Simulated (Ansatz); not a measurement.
Gas-phase reaction R1 → P1 + P2, each structure at its B3LYP-D3(BJ)/def2-TZVP stationary point, reached from a drawn start (curvature not checked).
P1: SiH4 (SMILES [SiH4]), charge 0, multiplicity 1.
R1, Si2H6 (SMILES [SiH3][SiH3]) (charge 0, multiplicity 1, Z-matrix in Å and degrees):
```
Si
H 1 1.4832
H 1 1.4832 2 108.64
H 1 1.4832 2 108.64 3 118.01
Si 1 2.3445 2 110.29 3 -121.00
H 5 1.4832 1 110.29 2 180.00
H 5 1.4832 6 108.64 1 -121.00
H 5 1.4832 6 108.64 7 -118.01
```
P2: SiH2 (SMILES [SiH2]), charge 0, multiplicity 1.

P less R. No zero-point or thermal terms.

Cores are frozen in the correlated methods.

Run with Ansatz (Gaussian orbitals). All values are computed, each at the level named.

Total energies in hartree:

| structure | PBE/def2-TZVPP | PBE0/def2-TZVPP | CCSD(T)/cc-pV(Q+d)Z |
|---|---|---|---|
| P1 | -291.721617 | -291.756590 | -291.452236 |
| R1 | -582.273639 | -582.339207 | -581.722983 |
| P2 | -290.458219 | -290.486453 | -290.180892 |

Problem. Work out the reaction energy at each level in kcal/mol (1 hartree = 627.50947 kcal/mol), and say how far PBE/def2-TZVPP lies from CCSD(T)/cc-pV(Q+d)Z.

Solution. 
- PBE/def2-TZVPP: (-291.721617) + (-290.458219) − (-582.273639) = 0.093803 hartree = 58.86 kcal/mol
- PBE0/def2-TZVPP: (-291.756590) + (-290.486453) − (-582.339207) = 0.096164 hartree = 60.34 kcal/mol
- CCSD(T)/cc-pV(Q+d)Z: (-291.452236) + (-290.180892) − (-581.722983) = 0.089855 hartree = 56.38 kcal/mol
PBE/def2-TZVPP less CCSD(T)/cc-pV(Q+d)Z: 2.48 kcal/mol. CCSD(T)/cc-pV(Q+d)Z is the level counted from, the highest shown, and no exact or measured value.

Ansatz is an electronic-structure program.
